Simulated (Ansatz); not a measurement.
Ideal-gas functions of Br$_{3}$ClGe, SMILES `[Cl][Ge]([Br])([Br])[Br]` at 600 K and 1 bar, from an Ansatz frequency run at PBE0-D4/def2-TZVP.

Molar mass 347.78 g/mol, point group C3v (symmetry number 3), electronic degeneracy 1, moments of inertia 816.877, 816.912, 1109.74 u Å². Harmonic wavenumbers (cm⁻¹, unscaled): 83, 83, 120, 132, 132, 259, 342, 342, 443.

Use S(trans) = R[1.5 ln M + 2.5 ln T − 1.1517]; rotational temperatures θ = 24.2544 K / I; S(rot) = R[ln(√π/σ · √(T³/θAθBθC)) + 1.5]; for each mode x = 1.438777 ν̃/T, S = R[x/(eˣ − 1) − ln(1 − e⁻ˣ)] and H = RT x/(eˣ − 1); 1 cm⁻¹ = 0.0119627 kJ/mol; R = 8.31446 J/(mol·K).

Q: By hand: the entropy, in J/(mol·K).

A: Translation 196.4. Rotation: θ = 0.0297, 0.0297, 0.0219 K, giving 133.0. Vibration, mode by mode: 21.75, 21.75, 18.70, 17.91, 17.91, 12.41, 10.19, 10.19, 8.19, in all 139.0. Electronic 0.0. Sum 468.4 J/(mol·K).

Q: By hand: H − E and G − E in kJ/mol, counted from the electronic energy.

A: Zero-point energy ½ × 1936 × 0.0119627 = 11.6; thermal vibration 34.6; translation, rotation and pV give 4 RT = 20.0. H − E = 66.2 kJ/mol, and G − E = 66.2 − 600 × 468.4/1000 = -214.8 kJ/mol.

Vibration gives 30 % of the entropy, 98.0 J/(mol·K) of it from the modes under 150 cm⁻¹: soft modes count most, and the harmonic formula is weakest for them.
